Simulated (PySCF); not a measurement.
C9H8OSe, SMILES [se]1cccc1Cc1ccco1 (GFN2-xTB optimised geometry):

```
19

C      3.222    -1.739    -1.952
C      3.158    -0.553    -1.293
O      2.051    -0.502    -0.530
C      1.386    -1.664    -0.699
C      0.117    -1.851     0.061
C     -0.770    -0.642     0.000
C     -2.129    -0.642     0.000
C     -2.734     0.640    -0.009
C     -1.860     1.675    -0.002
Se    -0.094     1.106     0.000
C      2.066    -2.464    -1.566
H      3.987    -2.061    -2.628
H      3.803     0.302    -1.280
H     -0.413    -2.720    -0.332
H      0.362    -2.056     1.112
H     -2.708    -1.551     0.001
H     -3.803     0.772    -0.022
H     -2.108     2.720    -0.012
H      1.783    -3.444    -1.894
```

Level of theory: CAM-B3LYP/def2-SVP run with PySCF.

Q: What are the frontier orbital energies and the dipole moment?

A: HOMO-2 -7.85 eV, HOMO-1 -7.69 eV, HOMO -7.60 eV, LUMO 0.87 eV, LUMO+1 1.59 eV; dipole moment 1.10 D.

On the same geometry PBE/def2-SVP (PySCF) gives HOMO-2 -5.64 eV, HOMO-1 -5.41 eV, HOMO -5.34 eV, LUMO -1.10 eV, LUMO+1 -0.58 eV; dipole moment 1.04 D.

Meta-Löwdin charges at CAM-B3LYP/def2-SVP: C1 -0.16, C2 0.04, O3 -0.25, C4 0.17, C5 -0.18, C6 -0.12, C7 -0.15, C8 -0.13, C9 -0.26, Se10 0.30, C11 -0.18, H12 0.12, H13 0.12, H14 0.12, H15 0.12, H16 0.10, H17 0.11, H18 0.12, H19 0.12.
